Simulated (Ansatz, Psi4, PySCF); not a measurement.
Process, species as SMILES: [Li][CH3] (CH3Li) → [Li][CH3] (CH3Li) as doublet, charge +1 + e-

Property: adiabatic ionisation energy (0 K, with zero-point energies), in eV. Terms: LANL2DZ all-electron up to Ne; six Cartesian d functions in 6-31G* and its kin unless marked 5d; spin-orbit terms left out; valence correlation only; UHF or UKS for open shells; dispersion terms only where a functional's name holds one; non-relativistic; 6-311+G** with 5d. Ab initio and DFT rows: single points at B3LYP-D3(BJ) geometries (Ansatz, a quantum-chemistry and plane-wave program), with unscaled harmonic terms from B3LYP/6-31G* at its own minima. The spin state of an ion or metal species was assumed, not searched.

```
level               program  adiabatic ionisation energy (0 K, with zero-point energies) (eV)
------------------  -------  ----------------------------------------------------------------
HF/STO-3G            Ansatz                                                              4.55
HF/3-21G             Ansatz                                                              5.35
PBE/STO-3G           Ansatz                                                              6.09
PBE/LANL2DZ          Ansatz                                                              6.80
BP86/def2-SVP         PySCF                                                              6.90
B3LYP/6-31G*         Ansatz                                                              6.77
B3LYP/6-31G**        Ansatz                                                              6.78
B3LYP/def2-SVP       Ansatz                                                              6.86
PBE0/6-31G*          Ansatz                                                              6.66
PBE0/6-311+G**       Ansatz                                                              6.79
wB97X-D/6-311+G**      Psi4                                                              6.76
MP2/6-31G*           Ansatz                                                              6.25
MP2/6-311+G**        Ansatz                                                              6.58
B3PW91/6-31G* (5d)    PySCF                                                              6.68
wB97X-V/def2-TZVPD   Ansatz                                                              6.83
```

No value to compare with is used here. The 14 habitual levels span 4.55 (HF/STO-3G) to 6.90 eV (BP86/def2-SVP); wB97X-V/def2-TZVPD gives 6.83.

The levels are drawn from those run, B3LYP/6-31G* more often than the rest, none by its result; runs whose electronic state is in doubt are left out.
